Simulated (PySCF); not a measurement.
# Correlation energy of Kr²⁺ (krypton, charge +2)

[Ar] 3d10 4s1 4p4 4d1, one real determinant (an excited configuration). Calculation: PySCF 2.14, in dyall-av2z (16s12p8d, 92 functions); the non-relativistic Hamiltonian (point nucleus). Frozen: [Ar] 3d10; 6 electrons correlated; the 33 highest virtual orbitals of each spin left out.

| level | correlation energy (mhartree) |
| --- | --- |
| CCSD | -116.95 |
| (T) | -7.31 |
| CCSD(T) | -124.26 |

Diagnostics: T1 = 0.0079, D1 = 0.0213, largest double amplitude 0.278.

The real determinant used has ⟨L²⟩ near 8 against 12 for a pure F term, so it mixes terms. The outer electron is Rydberg-like, and this basis confines it to a smaller radius and binds it less than a complete one would. A double-excitation amplitude exceeds 0.15, a sign of near-degeneracy.

Cost of the coupled-cluster step: of the order of 3 core-seconds, for 6 correlated electrons.

The reference is one real determinant that mixes LS terms of this configuration.
